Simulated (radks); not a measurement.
Results of a calculation; reference values are marked as such.
Species: Ge III. Configuration: [Ar] 3d10 4s2. Code: a radial shooting solver on a logarithmic mesh with Libxc functionals. Model: Dirac Kohn-Sham, PBEsol, spin-unpolarised, spherical densities, finite nucleus; Fermi nuclear charge, rms radius 4.0742 fm.

Normalised radial functions P(r) = r R(r) (large component), r in bohr:

r	3s1/2	3d3/2	3d5/2
0.003923	0.1611	0.0000	0.0000
0.004494	0.1804	0.0000	0.0000
0.005108	0.2001	0.0001	0.0001
0.005852	0.2226	0.0001	0.0001
0.006651	0.2453	0.0001	0.0001
0.00762	0.2707	0.0002	0.0002
0.00866	0.2956	0.0003	0.0003
0.009922	0.3226	0.0004	0.0004
0.01128	0.3479	0.0006	0.0006
0.01292	0.3740	0.0009	0.0008
0.01468	0.3965	0.0013	0.0012
0.01682	0.4170	0.0019	0.0018
0.01912	0.4314	0.0027	0.0025
0.02191	0.4395	0.0039	0.0037
0.0249	0.4379	0.0056	0.0052
0.0283	0.4252	0.0078	0.0074
0.03242	0.3968	0.0112	0.0107
0.03685	0.3533	0.0157	0.0150
0.04221	0.2871	0.0223	0.0214
0.04798	0.2045	0.0308	0.0297
0.05497	0.0948	0.0431	0.0417
0.06247	-0.0275	0.0586	0.0569
0.07157	-0.1737	0.0807	0.0786
0.08135	-0.3198	0.1079	0.1053
0.0932	-0.4733	0.1452	0.1421
0.1059	-0.6030	0.1899	0.1861
0.1214	-0.7079	0.2488	0.2444
0.1379	-0.7587	0.3163	0.3111
0.158	-0.7443	0.4012	0.3953
0.1796	-0.6540	0.4930	0.4865
0.2058	-0.4708	0.6014	0.5942
0.2339	-0.2212	0.7100	0.7024
0.2679	0.1077	0.8270	0.8193
0.3045	0.4488	0.9320	0.9244
0.3489	0.8043	1.0299	1.0227
0.3965	1.0922	1.1009	1.0946
0.4507	1.2998	1.1444	1.1392
0.5163	1.4074	1.1552	1.1516
0.5868	1.3961	1.1305	1.1284
0.6723	1.2782	1.0692	1.0689
0.7641	1.0949	0.9837	0.9849
0.8755	0.8608	0.8707	0.8733
0.995	0.6379	0.7514	0.7550
1.14	0.4273	0.6197	0.6240
1.296	0.2697	0.4984	0.5030
1.484	0.1503	0.3791	0.3837
1.687	0.0785	0.2804	0.2846
1.933	0.0350	0.1929	0.1965
2.197	0.0144	0.1280	0.1308
2.517	0.0048	0.0769	0.0789
2.86	0.0015	0.0440	0.0453
3.277	0.0003	0.0221	0.0229
3.725	0.0001	0.0104	0.0109
4.267	0.0000	0.0041	0.0044
4.85	0.0000	0.0015	0.0016
5.557	0.0000	0.0004	0.0005
6.315	0.0000	0.0001	0.0001

3s1/2: eigenvalue -188.04 eV, 2 radial nodes at r = 0.0608, 0.257 bohr, <r> = 0.625 bohr, 90 % of the charge inside 0.935 bohr. 3d3/2: eigenvalue -49.573 eV, 0 radial nodes, <r> = 0.729 bohr, 90 % of the charge inside 1.23 bohr. 3d5/2: eigenvalue -48.985 eV, 0 radial nodes, <r> = 0.734 bohr, 90 % of the charge inside 1.24 bohr.
